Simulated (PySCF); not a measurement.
C3F3 (SMILES [C]#CC(F)(F)F), doublet (typed; the unrestricted solution is spin-contaminated), at a GFN2-xTB geometry; BLYP/def2-SVP (PySCF).

PySCF was given this input:
```python
from pyscf import gto, scf, dft

mol = gto.Mole()
mol.atom = '''
    C     2.40424185    0.02022529    0.08481996
    C     1.21200987    0.01019583    0.04275885
    C    -0.26204028   -0.00220437   -0.00924460
    F    -0.70984126   -0.97704858   -0.80217770
    F    -0.78714150   -0.19345774    1.20206903
    F    -0.73915819    1.15169515   -0.47878081
'''
mol.basis = 'def2-svp'
mol.spin = 1
mol.verbose = 4
mol.symmetry = True
mol.build()

mf = dft.UKS(mol)
mf.xc = 'blyp'
mf.irrep_nelec = {"A'": (15, 15), 'A"': (8, 7)}
mf.kernel()
mf.analyze()
```

Question: Predict the main parts of the log of this PySCF run.

Answer: 
```
PySCF version 2.14.0

[INPUT] verbose = 4
[INPUT] num. atoms = 6
[INPUT] num. electrons = 45
[INPUT] charge = 0
[INPUT] spin (= nelec alpha-beta = 2S) = 1
[INPUT] symmetry True subgroup None
[INPUT] Mole.unit = angstrom
[INPUT] Symbol           X                Y                Z      unit          X                Y                Z       unit  Magmom
[...]
nuclear repulsion = 222.25687638402
point group symmetry = C3v, use subgroup Cs
symmetry origin: [ 3.77945229e-09 -1.25981746e-09 -2.51963483e-09]
symmetry axis x: [ 0.0335904   0.15056319 -0.98802956]
symmetry axis y: [0.99934295 0.00840681 0.03525612]
symmetry axis z: [ 0.01361445 -0.98856464 -0.15018187]
num. orbitals of irrep A' = 54
num. orbitals of irrep A" = 30
number of shells = 36
number of NR pGTOs = 144
number of NR cGTOs = 84
basis = def2-svp
ecp = {}

******** <class 'pyscf.dft.uks_symm.SymAdaptedUKS'> ********
method = SymAdaptedUKS
initial guess = minao
damping factor = 0
level_shift factor = 0
DIIS = <class 'pyscf.scf.diis.CDIIS'>
diis_start_cycle = 1
diis_space = 8
diis_damp = 0
SCF conv_tol = 1e-09
SCF conv_tol_grad = None
SCF max_cycles = 50
direct_scf = True
direct_scf_tol = 1e-13
number electrons alpha = 23  beta = 22
irrep_nelec {"A'": (15, 15), 'A"': (8, 7)}
XC library pyscf.dft.libxc version 7.1.2
    S. Lehtola, C. Steigemann, M. J. T. Oliveira, and M. A. L. Marques,  SoftwareX 7, 1–5 (2018)
XC functionals = blyp
    A. D. Becke,  Phys. Rev. A 38, 3098 (1988)
    C. Lee, W. Yang, and R. G. Parr,  Phys. Rev. B 37, 785 (1988)
    B. Miehlich, A. Savin, H. Stoll, and H. Preuss,  Chem. Phys. Lett. 157, 200 (1989)
radial grids:
    Treutler-Ahlrichs [JCP 102, 346 (1995); DOI:10.1063/1.469408] (M4) radial grids

becke partition: Becke, JCP 88, 2547 (1988); DOI:10.1063/1.454033
pruning grids: <function nwchem_prune>
grids dens level: 3
symmetrized grids: True
atomic radii adjust function: <function treutler_atomic_radii_adjust>
small_rho_cutoff = 0
Freeze 45 electrons in irreps ["A'", 'A"']
    0 free electrons in irreps
Set gradient conv threshold to 3.16228e-05
tot grids = 85144
init E= -414.137036321291

cycle= 1 E= -412.711507608307  delta_E= 1.43  |g|= 0.763  |ddm|= 2.43

cycle= 2 E= -410.147325618073  delta_E= 2.56  |g|= 2.19  |ddm|= 2.35

cycle= 3 E= -412.663245522959  delta_E= -2.52  |g|= 0.701  |ddm|= 2.33

cycle= 4 E= -412.801635495679  delta_E= -0.138  |g|= 0.482  |ddm|= 1.59

cycle= 5 E= -412.874669208147  delta_E= -0.073  |g|= 0.329  |ddm|= 1.33

[...]
converged SCF energy = -413.026872373431  <S^2> = 1.7525343  2S+1 = 2.8302186
Total Energy =                        -413.026872373431331
[...]
beta  MO #51 (A' #35), energy= 1.4021329741412 occ= 0
beta  MO #52 (A" #17), energy= 1.40397083376683 occ= 0
beta  MO #53 (A' #36), energy= 1.41195545346058 occ= 0
beta  MO #54 (A' #37), energy= 1.42994710106621 occ= 0
beta  MO #55 (A" #18), energy= 1.43960634916581 occ= 0
beta  MO #56 (A' #38), energy= 1.6327513467219 occ= 0
beta  MO #57 (A" #19), energy= 1.6486759617224 occ= 0
beta  MO #58 (A' #39), energy= 1.73736530946534 occ= 0
beta  MO #59 (A" #20), energy= 1.75754867371497 occ= 0
beta  MO #60 (A' #40), energy= 1.80127236081494 occ= 0
beta  MO #61 (A' #41), energy= 1.84288081838056 occ= 0
beta  MO #62 (A" #21), energy= 1.84636034050937 occ= 0
beta  MO #63 (A' #42), energy= 1.90410173275877 occ= 0
beta  MO #64 (A' #43), energy= 1.95003954051244 occ= 0
beta  MO #65 (A" #22), energy= 1.95839573252558 occ= 0
beta  MO #66 (A' #44), energy= 2.28768427063288 occ= 0
beta  MO #67 (A' #45), energy= 2.49131474514441 occ= 0
beta  MO #68 (A" #23), energy= 2.53715825140961 occ= 0
beta  MO #69 (A" #24), energy= 2.91231140933941 occ= 0
beta  MO #70 (A' #46), energy= 2.94093616027961 occ= 0
beta  MO #71 (A" #25), energy= 2.94510784679781 occ= 0
beta  MO #72 (A" #26), energy= 2.95242331058052 occ= 0
beta  MO #73 (A" #27), energy= 2.96000350065487 occ= 0
beta  MO #74 (A' #47), energy= 2.96098531985402 occ= 0
beta  MO #75 (A' #48), energy= 3.03547482497432 occ= 0
beta  MO #76 (A' #49), energy= 3.10068238162387 occ= 0
beta  MO #77 (A' #50), energy= 3.10555951080953 occ= 0
beta  MO #78 (A" #28), energy= 3.10999416018969 occ= 0
beta  MO #79 (A' #51), energy= 3.36253411661374 occ= 0
beta  MO #80 (A' #52), energy= 3.47655726248533 occ= 0
beta  MO #81 (A" #29), energy= 3.47718424725122 occ= 0
beta  MO #82 (A' #53), energy= 3.59305181054019 occ= 0
beta  MO #83 (A' #54), energy= 3.74531955117781 occ= 0
beta  MO #84 (A" #30), energy= 3.7538521279045 occ= 0
 ** Mulliken pop alpha/beta on meta-lowdin orthogonal AOs **
 ** Mulliken pop       alpha | beta **
In total            23.00000 | 22.00000
 ** Mulliken atomic charges   ( Nelec_alpha | Nelec_beta ) **
charge of  0C =      0.07457  (     3.46941      2.45602 )
charge of  1C =     -0.07655  (     2.98820      3.08835 )
charge of  2C =      0.68083  (     2.70801      2.61116 )
charge of  3F =     -0.23481  (     4.62435      4.61047 )
charge of  4F =     -0.20921  (     4.58568      4.62353 )
charge of  5F =     -0.23481  (     4.62435      4.61047 )
Dipole moment(X, Y, Z, Debye):  1.25248, -0.00016,  0.11461
```
